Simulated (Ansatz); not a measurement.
AsI₃, SMILES `I[As](I)I` from Hartree–Fock to CCSD(T)

```xyz
4

I     1.8485   -1.3465   -0.1946
As    0.1682    0.3009    0.7912
I    -2.0187   -0.9776    0.4870
I     0.0020    2.0233   -1.0837
```

Total charge 0; spin multiplicity 1. Correlated methods include outer-core shells of As, I, which these sets cover unevenly. Scalar relativity is left out up to krypton. I: def2 effective core potential. The geometry is a stationary point of PBE0-D4/def2-TZVP. Frozen core, restricted reference, Ansatz 0.2.0.

| basis | HF (Eh) | MP2 corr. |
| --- | --- | --- |
| def2-SVP | -3123.95586 | -0.58495 |
| def2-TZVPP | -3124.27018 | -1.74818 |
| def2-QZVPP | -3124.32049 | -2.54727 |

(1) Estimate the CCSD correlation energy and the (T) correction in each basis where they were run (hartree).

## Answers

(1) 
| basis | CCSD corr. | (T) |
| --- | --- | --- |
| def2-SVP | -0.59985 | -0.01891 |
| def2-TZVPP | -1.65193 | -0.04574 |
